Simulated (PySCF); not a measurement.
**Exercise with solution: oscillator strength and radiative lifetime**

C₄H₇FSi, SMILES C=C=C[Si@H](C)F.

Geometry optimised at PBE0-D3(BJ)/def2-SVP. The structure was generated by enumeration; whether it is a known compound was not checked. One conformer was computed; it need not be the lowest.

TDDFT-PBE/def2-SVPD (PySCF) puts the first singlet state with f over 0.02 at 6.16 eV (vertical), with the transition dipole (-0.331, -0.167, 0.179) in atomic units.

Problem. Find the oscillator strength, the wavelength and the radiative lifetime that this transition would have in vacuum if emission retraced absorption.

Solution. 
|μ|² = 0.1695 au, so |μ| = 1.05 D. ΔE = 6.16/27.211 = 0.2264 hartree. f = (2/3) ΔE |μ|² = 0.026 (the program prints 0.026).
λ = 1239.84/6.16 = 201 nm; ν = 49684 cm⁻¹.
Einstein's coefficient A = 0.6670 ν² f s⁻¹ (ν in cm⁻¹) = 4.2e7 s⁻¹, so τ = 1/A = 24 ns. This state is S3; the lower singlets have f = 0.001, 0.001. The figure is the radiative limit of this one transition; relaxation, internal conversion, crossing to triplets and a medium change what is measured.
